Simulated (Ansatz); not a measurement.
Br3HOTi, SMILES `[OH][Ti]([Br])([Br])[Br]`. The species carries charge 0 and has multiplicity 1. The structure was optimised at the PBE0-D4/def2-TZVP level. It is one conformer, not always the lowest.

```xyz
6

O     0.028   -0.900    1.087
Ti   -0.117    0.217   -0.240
Br   -2.356    0.811   -0.528
Br    1.165    2.113    0.213
Br    0.703   -0.791   -2.178
H     0.577   -1.450    1.646
```

Question: What is the dipole moment at ωB97M-V/def2-TZVPP? (An estimate is asked.)

Answer: Ansatz gave: 2.60 D, with components (0.98, -1.62, 1.78) D in this frame, pointing from negative to positive charge.

Question: And with PBE, r2SCAN, B3LYP? (Best estimate.)

Answer: The calculation gave: PBE 2.44 D, r2SCAN 2.52 D, B3LYP 2.45 D.

Question: Give the Mulliken charges with ωB97M-V, B3LYP, PBE in def2-TZVPP. (Best estimate.)

Answer: Computed: 
```
atom  ωB97M-V  B3LYP    PBE
  O1    -0.43  -0.47  -0.42
 Ti2     0.55   0.70   0.58
 Br3    -0.10  -0.14  -0.12
 Br4    -0.10  -0.15  -0.12
 Br5    -0.10  -0.15  -0.12
  H6     0.20   0.21   0.21
```

B3LYP here is the variant with VWN-RPA as its local correlation; programs differ in this.
